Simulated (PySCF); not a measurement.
Molecule: 2-methylselanylselenophene, C5H6Se2, net charge 0, singlet state. 
Coordinates optimised at B3LYP-D3(BJ)/def2-TZVP (Ansatz):
```
C
C 1 1.3633
H 2 1.0815 1 121.59
C 2 1.4259 3 122.95 1 -179.71
C 4 1.3597 2 115.13 3 179.72
H 5 1.0780 4 127.35 2 -179.45
H 4 1.0819 5 122.44 6 0.25
Se 5 1.8671 6 121.11 4 179.92
Se 1 1.9006 2 126.87 3 1.55
C 9 1.9708 1 98.06 2 -101.84
H 10 1.0863 9 109.58 1 61.06
H 10 1.0864 11 110.83 9 121.21
H 10 1.0885 11 110.23 12 122.01
```
Charge 0, spin multiplicity 1.

Dispersion corrections to the total energy (kcal/mol) from the dftd3 and dftd4 libraries through PySCF: D3(BJ) without and D4 with the three-body term, each with the damping fitted for the functional named.

| functional | D3(BJ) | D4 |
|---|---|---|
| HSE06 | -7.35 | -8.24 |
| PBE0 | -8.84 | -8.77 |
| revPBE | -23.61 | -29.31 |
| B3LYP | -17.99 | -16.71 |
| TPSS | -12.70 | [?] |
| PW6B95 | [?] | -8.55 |
| B2GP-PLYP | -8.18 | [?] |

Question: Complete the blanks.

Answer: 
- TPSS, D4: -13.85
- PW6B95, D3(BJ): -5.92
- B2GP-PLYP, D4: -4.44
